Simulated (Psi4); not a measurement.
CH3O (SMILES [CH2-]O), charge -1, singlet, geometry from GFN2-xTB (a gas-phase anion, which may not be bound at this level); PBE/6-31G run with Psi4.

The Psi4 input:
```
memory 2 GB

molecule {
-1 1
C    -0.20279747    0.76033189   -0.01087792
O    -0.06501536   -0.72802358    0.00864442
H     0.87204730   -0.97615677    0.01814578
H     0.42634008    1.13030271    0.88017106
H     0.43852035    1.10805134   -0.90220468
}

set {
  basis 6-31g
}

energy('pbe')
print_variables()
```

It wrote (shortened):

```
   => Loading Basis Set <=

    Name: 6-31G
    Role: ORBITAL
    Keyword: BASIS

         ---------------------------------------------------------
                                   SCF
               by Justin Turney, Rob Parrish, Andy Simmonett
                          and Daniel G. A. Smith
                              RKS Reference
         ---------------------------------------------------------

  ==> Geometry <==

    Molecular point group: c1
    Full point group: C1

    Geometry (in Angstrom), charge = -1, multiplicity = 1:

       Center              X                  Y                   Z               Mass
    ------------   -----------------  -----------------  -----------------  -----------------
         C           -0.147250238214     0.800586020539    -0.011000861822    12.000000000000
         O           -0.009468128214    -0.687769449461     0.008521478178    15.994914619570
         H            0.927594531786    -0.935902639461     0.018022838178     1.007825032230
         H            0.481887311786     1.170556840539     0.880048118178     1.007825032230
         H            0.494067581786     1.148305470539    -0.902327621822     1.007825032230

  Running in c1 symmetry.

  Rotational constants: A =      5.35691  B =      0.82387  C =      0.82164 [cm^-1]
  Rotational constants: A = 160596.13090  B =  24698.90210  C =  24632.11792 [MHz]
  Nuclear repulsion =   33.191702194198413

  Charge       = -1
  Multiplicity = 1
  Electrons    = 18
  Nalpha       = 9
  Nbeta        = 9

  ==> Algorithm <==

  SCF Algorithm Type is DF.
  DIIS enabled.
  MOM disabled.
  Fractional occupation disabled.
  Guess Type is SAD.
  Energy threshold   = 1.00e-06
  Density threshold  = 1.00e-06
  Integral threshold = 1.00e-12

  ==> Primary Basis <==

  Basis Set: 6-31G
    Blend: 6-31G
    Number of shells: 16
    Number of basis functions: 24
    Number of Cartesian functions: 24
    Spherical Harmonics?: false
    Max angular momentum: 1

  ==> DFT Potential <==

   => LibXC <=

    Version 7.1.2
    S. Lehtola, C. Steigemann, M. J. T. Oliveira, and M. A. L. Marques,  SoftwareX 7, 1–5 (2018) (10.1016/j.softx.2017.11.002)

   => Composite Functional: PBE <=

    PBE GGA Exchange-Correlation Functional

    J.P. Perdew et. al., Phys. Rev. Lett., 77(18), 3865-3868, 1996

    Deriv               =              1
    GGA                 =           TRUE
    Meta                =          FALSE

    Exchange Hybrid     =          FALSE
[...]
   @DF-RKS iter   4:  -114.79600079711362   -4.80302e-02   1.00912e-02 DIIS/ADIIS
   @DF-RKS iter   5:  -114.81880180813346   -2.28010e-02   1.61121e-03 DIIS/ADIIS
   @DF-RKS iter   6:  -114.81962074001797   -8.18932e-04   1.81471e-04 DIIS/ADIIS
   @DF-RKS iter   7:  -114.81963813323641   -1.73932e-05   3.05301e-05 DIIS
   @DF-RKS iter   8:  -114.81963874136000   -6.08124e-07   3.34010e-06 DIIS
   @DF-RKS iter   9:  -114.81963874508992   -3.72992e-09   3.47200e-07 DIIS
  Energy and wave function converged.

  ==> Post-Iterations <==

   Electrons on quadrature grid:
      Ntotal   =   17.9999954405 ; deviation = -4.560e-06

    Orbital Energies [Eh]
    ---------------------

    Doubly Occupied:

[...]
    Virtual:

[...]
    Final Occupation by Irrep:
              A
    DOCC [     9 ]
    NA   [     9 ]
    NB   [     9 ]

  @DF-RKS Final Energy:  -114.81963874508992

   => Energetics <=

    Nuclear Repulsion Energy =             33.1917021941984132
    One-Electron Energy =                -227.1488120908807957
    Two-Electron Energy =                  94.3328919785863036
    DFT Exchange-Correlation Energy =     -15.1954208269938498
    Empirical Dispersion Energy =           0.0000000000000000
    VV10 Nonlocal Energy =                  0.0000000000000000
    Total Energy =                       -114.8196387450899181

Computation Completed

Properties will be evaluated at   0.000000,   0.000000,   0.000000 [a0]

Properties computed using the SCF density matrix

 Multipole Moments:

 ------------------------------------------------------------------------------------
     Multipole            Electronic (a.u.)      Nuclear  (a.u.)        Total (a.u.)
 ------------------------------------------------------------------------------------

 L = 1.  Multiply by 2.5417464519 to convert [e a0] to [Debye]
 Dipole X            :         -0.6148509            1.7844740            1.1696231
 Dipole Y            :         -2.2344007            1.2931778           -0.9412229
 Dipole Z            :          0.0236928           -0.0039495            0.0197432
 Magnitude           :                                                    1.5014355

 ------------------------------------------------------------------------------------

  Variable Map:
  ----------------------------------------------------------------------------
[...]
  Array Variable Map:
  ----------------------------------------------------------------------------
[...]
[...]
```
